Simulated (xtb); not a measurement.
C2H7ClO2Si, SMILES OCC[Si@H](O)Cl. All values are semi-empirical tight-binding results from xtb (GFN2-xTB unless named), good for trends rather than for accurate numbers. Coordinates come from a GFN2-xTB optimisation. The structure was generated by enumeration; whether it is a known compound was not checked. The values are those of a single conformer.

Computed properties:
The orbital gap is 6.46 eV and the dipole moment comes out as 1.89 D. The zero-point energy is 58.1 kcal/mol and the G − E(el) at 298.15 K (modified RRHO) is 36.9 kcal/mol. The static polarisability (D4 model) is 77.7 bohr³ and the solvation energy, GFN2-xTB/ALPB(water) comes out as -7.6 kcal/mol. The solvation energy, GFN2-xTB/ALPB(acetonitrile) is -8.3 kcal/mol.
